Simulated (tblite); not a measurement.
Compound: C4H11ClO2Si2.
SMILES with atom numbers: `[CH3:1][O:2][SiH2:3]/[CH:4]=[C:5](/[O:6][CH3:7])[SiH2:8][Cl:9]` (hydrogens: H10, H11, H12 on C1; H13, H14 on Si3; H15 on C4; H16, H17, H18 on C7; H19, H20 on Si8)

The geometry is computed with GFN2-xTB (gas phase).

Task: What internal coordinates does the optimisation give?

Result: 
```tsv
bond	length (pm)	order
C1–O2	139.4	single
O2–Si3	162.6	single
Si3–C4	185.9	single
C4=C5	133.5	double
C5–O6	136.8	single
O6–C7	140.7	single
C5–Si8	190.0	single
Si8–Cl9	201.2	single
C1–H10, C1–H11, C1–H12	109.2	single
Si3–H13, Si3–H14	147.1	single
C4–H15	108.3	single
C7–H16, C7–H17, C7–H18	109.3	single
Si8–H19, Si8–H20	146.1	single
```

Bonds in one row agree within 1 pm and their mean is given. Orders are formal, as drawn. A selection of angles:
```tsv
angle	degrees
O2–C1–H10	108.1
O2–C1–H11	110.5
O2–C1–H12	111.3
H10–C1–H11	109.3
C1–O2–Si3	128.3
O2–Si3–C4	101.5
O2–Si3–H13	110.5
O2–Si3–H14	110.7
C4–Si3–H13	113.3
H13–Si3–H14	108.2
Si3–C4–C5	126.2
Si3–C4–H15	114.4
C5–C4–H15	119.4
C4–C5–O6	125.0
C4–C5–Si8	128.7
O6–C5–Si8	106.3
C5–O6–C7	119.2
O6–C7–H16	106.0
O6–C7–H17	111.2
H16–C7–H17	109.5
C5–Si8–Cl9	111.4
C5–Si8–H19	114.4
C5–Si8–H20	104.8
Cl9–Si8–H19	110.7
Cl9–Si8–H20	105.5
H19–Si8–H20	109.4
```

Dihedral angles: C1–O2–Si3–C4 -176° (antiperiplanar); O2–Si3–C4–C5 4° (synperiplanar); Si3–C4–C5–O6 180° (antiperiplanar); C4–C5–O6–C7 -1° (synperiplanar); C4–C5–Si8–Cl9 69° (synclinal). The mirror-image conformer, all signs reversed, is as good.

Of the pairs four or more bonds apart, O2···Si8 is among the closest relative to their van der Waals radii: 2.81 Å, 78 % of the sum of Bondi's values. The 2 C–Si bonds span 1.859 Å (Si3–C4, drawn single) to 1.900 Å (C5–Si8, drawn single), a spread of 0.041 Å. O2 (silyl ether oxygen) is bent (angle 128.3°). The C–O distances run from 1.368 Å (C5–O6, drawn single) to 1.407 Å (O6–C7, drawn single), a spread of 0.039 Å. Si3 (oxygen-bound silicon) is distorted tetrahedral (angles from 101.5° to 113.3°). Si8 (chlorine-bound silicon) is distorted tetrahedral (angles from 104.8° to 114.4°).

Point group: C1 (no symmetry element, even within 0.4 Å). Its GFN2-xTB frequencies are all real (lowest 20 cm⁻¹). The numbers are those of one conformer. 3 starts were optimised and ended at 0.00, 0.07 and 1.60 kcal/mol (GFN2-xTB); the lowest of these is shown.

Hardware: Intel Xeon at 2.50 GHz, one thread, shared host with 64 logical CPUs at a one-minute load of 63. Cost: 10 s of wall time. This is the geometry optimisation.
